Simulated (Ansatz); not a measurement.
Consider the ligand exchange at a B–Cl bond: `ClB(Br)Br` + NH₃ → `NB(Br)Br` + HCl.

Isolated molecules relaxed with PBE0-D4/def2-TZVP in Ansatz; ΔE leaves out vibrations. CCSD(T)/CBS is the MP2 limit (def2-TZVPP, def2-QZVPP) plus CCSD(T) − MP2 in def2-TZVPP, frozen cores. This one scheme is used for every species. Functionals use def2-TZVPP. For Br outer-core shells are correlated without core-valence functions, which leaves a few kJ/mol of doubt a bond. Scalar relativity is left out up to krypton. Each species was taken in one conformer, which may not be the lowest.

```
             level  ΔE (kJ/mol)  difference from CCSD(T)/CBS
            PBE-D4        -46.4                          5.4
           PBE0-D4        -51.8                          0.0
            B2PLYP        -53.5                         -1.7
          PBE-QIDH        -53.1                         -1.3
              BLYP        -50.5                          1.3
              PBE0        -52.1                         -0.3
           r2SCAN0        -53.9                         -2.1
       HF/def2-SVP        -69.3                        -17.5
SCS-MP2/def2-TZVPP        -52.4                         -0.6
     HF/def2-QZVPP        -65.3                        -13.5
       CCSD(T)/CBS        -51.8                            0
```

Largest T1 diagnostic among the species: 0.009.

From BLYP to BHLYP (50 % exact exchange), in def2-TZVPP and without D4, ΔE moves by −10.5 kJ/mol. In def2-TZVPP, CCSD(T) changes the Hartree–Fock value by +11.2 kJ/mol (the triples alone add +3.2 kJ/mol) and MP2 by +15.5 kJ/mol. At CCSD(T), def2-SVP lies −5.8 kJ/mol from the extrapolated value and def2-TZVPP −2.2 kJ/mol.
